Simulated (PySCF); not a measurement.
# F(3+) (fluorine, charge +3) across methods

[He] 2s2 2p2, high-spin 3P determinant. Computed with PySCF 2.14 in def2-QZVPPD (8s5p4d2f1g, 66 functions), with no relativity, point nucleus.

```json
{"method": "PBE0", "E (hartree)": "-95.4319", "mean ε 2s α (eV)": "-96.941", "mean ε 2s β (eV)": "-90.205", "mean ε 2p α (eV)": "-78.495", "Σ⟨r²⟩ (bohr²)": "3.568", "⟨S²⟩": "2.001"}
{"method": "r2SCAN", "E (hartree)": "-95.4764", "mean ε 2s α (eV)": "-94.617", "mean ε 2s β (eV)": "-88.049", "mean ε 2p α (eV)": "-76.402", "Σ⟨r²⟩ (bohr²)": "3.561", "⟨S²⟩": "2.002"}
{"method": "wB97M-V", "E (hartree)": "-95.5188", "mean ε 2s α (eV)": "-99.124", "mean ε 2s β (eV)": "-93.190", "mean ε 2p α (eV)": "-80.675", "Σ⟨r²⟩ (bohr²)": "3.574", "⟨S²⟩": "2.001"}
{"method": "PBE", "E (hartree)": "-95.4148", "mean ε 2s α (eV)": "-92.908", "mean ε 2s β (eV)": "-87.671", "mean ε 2p α (eV)": "-75.065", "Σ⟨r²⟩ (bohr²)": "3.577", "⟨S²⟩": "2.001"}
{"method": "LDA", "E (hartree)": "-94.8359", "mean ε 2s α (eV)": "-92.526", "mean ε 2s β (eV)": "-87.401", "mean ε 2p α (eV)": "-74.913", "Σ⟨r²⟩ (bohr²)": "3.593", "⟨S²⟩": "2.001"}
{"method": "HSE06", "E (hartree)": "-95.4401", "mean ε 2s α (eV)": "-96.476", "mean ε 2s β (eV)": "-89.769", "mean ε 2p α (eV)": "-78.071", "Σ⟨r²⟩ (bohr²)": "3.569", "⟨S²⟩": "2.001"}
{"method": "TPSSh", "E (hartree)": "-95.5215", "mean ε 2s α (eV)": "-95.319", "mean ε 2s β (eV)": "-88.984", "mean ε 2p α (eV)": "-76.876", "Σ⟨r²⟩ (bohr²)": "3.563", "⟨S²⟩": "2.002"}
{"method": "UHF", "E (hartree)": "-95.32523", "mean ε 2s α (eV)": "-108.21", "mean ε 2s β (eV)": "-96.107", "mean ε 2p α (eV)": "-88.120", "Σ⟨r²⟩ (bohr²)": "3.560", "⟨S²⟩": "2.003"}
```

Q: Estimate the same row for PW91.

A: E (hartree) = -95.4684; mean ε 2s α (eV) = -93.007; mean ε 2s β (eV) = -87.754; mean ε 2p α (eV) = -75.235; Σ⟨r²⟩ (bohr²) = 3.575; ⟨S²⟩ = 2.001.
